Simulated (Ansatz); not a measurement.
K₅H₆⁻. Charge -1, multiplicity 1. Geometry PBE-D4/def2-SVPD.

```xyz
11

K     1.640   -2.658    2.432
K    -1.973   -0.191   -0.291
K    -2.173   -4.165    1.471
K    -0.202    3.706   -1.046
K     2.728    1.321    0.882
H    -2.095    2.164   -1.239
H     1.410    1.346   -2.495
H    -0.059   -4.596    2.651
H     2.171    3.507   -0.386
H     1.769    1.935   -2.129
H    -3.215   -2.369    0.149
```

The restricted singlet is unstable towards broken spin symmetry in Hartree–Fock (as tested in another run); at PBE-D4/def2-TZVPD, BLYP-D4/def2-TZVPD, r2SCAN-D4/def2-TZVPD, PBE0-D4/def2-TZVPD and others this wasn't settled. At PBE-D4/def2-TZVPD, BLYP-D4/def2-TZVPD, r2SCAN-D4/def2-TZVPD, PBE0-D4/def2-TZVPD the highest occupied level of the charge -1 singlet lies above zero (up to 0.68 eV). The electron is either unbound and held by the finite basis, or the level is raised by self-interaction error. In the singlet, H7 and H10 lie 0.78 Å apart (atoms count from 1), so H2 has formed as a molecule. Another isomer (singlet) lies 0.62 eV lower at PBE0-D4/def2-TZVPD; other spin states weren't run for this one.

Problem. Estimate the orbital energies around the gap (eV) in Ansatz with PBE-D4/def2-TZVPD, BLYP-D4/def2-TZVPD, r2SCAN-D4/def2-TZVPD, PBE0-D4/def2-TZVPD, ωB97X-V/def2-TZVPD.

Solution. 
| orbital | PBE-D4/def2-TZVPD | BLYP-D4/def2-TZVPD | r2SCAN-D4/def2-TZVPD | PBE0-D4/def2-TZVPD | ωB97X-V/def2-TZVPD |
| --- | --- | --- | --- | --- | --- |
| HOMO−13 | -14.98 | -14.80 | -15.65 | -16.98 | -19.53 |
| HOMO−12 | -14.91 | -14.76 | -15.55 | -16.95 | -19.51 |
| HOMO−11 | -14.88 | -14.73 | -15.51 | -16.91 | -19.51 |
| HOMO−10 | -14.83 | -14.73 | -15.49 | -16.84 | -19.46 |
| HOMO−9 | -14.81 | -14.67 | -15.45 | -16.83 | -19.40 |
| HOMO−8 | -14.80 | -14.66 | -15.45 | -16.81 | -19.38 |
| HOMO−7 | -14.75 | -14.62 | -15.38 | -16.77 | -19.34 |
| HOMO−6 | -14.56 | -14.47 | -15.16 | -16.58 | -19.22 |
| HOMO−5 | -7.63 | -7.64 | -8.14 | -9.25 | -12.02 |
| HOMO−4 | -1.73 | -1.63 | -1.85 | -2.76 | -5.13 |
| HOMO−3 | -1.54 | -1.43 | -1.68 | -2.56 | -4.89 |
| HOMO−2 | -1.34 | -1.23 | -1.49 | -2.35 | -4.65 |
| HOMO−1 | -1.19 | -1.09 | -1.34 | -2.19 | -4.48 |
| HOMO | 0.49 | 0.68 | 0.53 | 0.14 | -0.91 |
| LUMO | 1.21 | 1.22 | 1.40 | 1.56 | 2.29 |
| LUMO+1 | 1.26 | 1.27 | 1.50 | 1.61 | 2.33 |
| LUMO+2 | 1.32 | 1.52 | 1.75 | 1.66 | 2.56 |
| LUMO+3 | 1.41 | 1.59 | 1.82 | 1.73 | 2.65 |
| LUMO+4 | 1.61 | 1.72 | 1.84 | 1.97 | 2.83 |
| LUMO+5 | 1.82 | 1.92 | 2.16 | 2.13 | 2.88 |
